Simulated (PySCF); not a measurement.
Electron correlation in P(2+) (phosphorus, charge +2)

[Ne] 3s2 3d1, 2D determinant (an excited configuration). Calculation: PySCF 2.14, in aug-cc-pVQZ-DK; scalar relativity by spin-free X2C-1e. Frozen: [Ne]; 3 electrons correlated.

MP2 pair energies summed by pair of shells (mhartree):

| pair | energy | share (%) |
| --- | --- | --- |
| 3s-3s | -35.58 | 51.2 |
| 3s-3d | -33.92 | 48.8 |

Total MP2 correlation energy: -69.50 mhartree.

Same-spin part -6.22 and opposite-spin part -63.28 mhartree; SCS-MP2 scales them by 1/3 and 6/5 to -78.01 mhartree.
